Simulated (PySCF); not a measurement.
## Static response to an electric field

Compound: B2(F)4.
Cartesian coordinates in Å at the PBE0-D3(BJ)/def2-SVP level; atoms count from 1:
```xyz
6
B2F4 angstrom
B     -0.265   -0.804   -0.152
F      0.490   -1.697   -0.761
F     -1.462   -1.200    0.229
B      0.272    0.804    0.145
F     -0.026    1.797   -0.669
F      0.990    1.101    1.209
```

Level: wB97X-D/def2-SVPD (PySCF), static field, nuclei fixed, core orbitals frozen in the response. The polarisability tensor in these axes (au):

```
x   27.02  0.78  0.35
y    0.78 29.32  0.51
z    0.35  0.51 26.32
```

Task: What are the eigenvalues, a third of the trace, and Δα (Δα² = ½Σ(αi − αj)² over the three pairs)?

Result: Principal values 26.16, 26.84 and 29.66 au; mean 27.56 au = 4.08 Å³ = 4.54 × 10⁻⁴⁰ C²·m²/J; Δα = 3.22 au (12 % of the mean).

Task: What is the dipole moment?

Result: 0.03 D at this geometry.

Task: Refractivity n − 1 of an ideal gas of it at 500 K and 1 atm, from the electronic α?

Result: N = p/kT = 1.4678 × 10¹⁹ cm⁻³, so n − 1 = 2π × N × 4.08 × 10⁻²⁴ cm³ = 377 × 10⁻⁶ at long wavelengths, for an ideal gas.

Task: Find the Langevin capture rate constant for H3+ (3.023 u) meeting this molecule (98.012 u), k = 2.342 × 10⁻⁹ cm³/s × √(α in Å³ / reduced mass in u).

Result: The reduced mass is 2.93 u, so k = 2.76 × 10⁻⁹ cm³/s.

Task: Traceless (Buckingham) quadrupole moment about the centre of nuclear charge: eigenvalues?

Result: -4.02, 1.47, 2.54 D·Å. The electronic extent ⟨r²⟩ about the same centre is 570 bohr², a root-mean-square distance of 1.86 Å for the 46 electrons.

Task: Estimate the molar refractivity from the static electronic polarisability.

Result: Lorentz–Lorenz: R = (4π/3)N_A α = 2.5225 cm³/(mol·Å³) × 4.08 Å³ = 10.3 cm³/mol, in the limit of long wavelengths.

Task: What depolarisation ratio follows for Rayleigh scattering of linearly polarised light, taking the static tensor?

Result: ρ = 3Δα²/(45ᾱ² + 4Δα²) = 31.0/(34169 + 41.4) ≈ 0.000908.

Isolated species at its PBE0-D3(BJ)/def2-SVP geometry, gas phase.
